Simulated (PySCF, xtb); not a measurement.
C4H7FSi, SMILES C(C#C)[Si@H](F)C. One conformer was computed; it need not be the lowest.

Harmonic wavenumbers (cm⁻¹) from GFN2-xTB run with xtb 6.7.1 at its own minimum, in rising order: 36, 98, 104, 164, 195, 241, 288, 401, 607, 617, 634, 646, 694, 743, 774, 812, 839, 859, 1011, 1119, 1216, 1376, 1431, 1473, 1477, 2289, 2293, 2956, 2971, 3031, 3041, 3050, 3400.

Task: What does PBE-D3(BJ)/def2-SVP (PySCF) give at its own minimum? (An estimate is asked for; the answer gives what the named calculation found.)

Result: 54, 103, 147, 192, 231, 283, 333, 451, 598, 621, 647, 651, 664, 734, 770, 814, 865, 915, 967, 1105, 1136, 1221, 1350, 1375, 1380, 2160, 2168, 2958, 2979, 3012, 3078, 3089, 3410. Paired by order, the mean absolute difference is 41 cm⁻¹ and the zero-point energies are 58.5 and 57.8 kcal/mol.
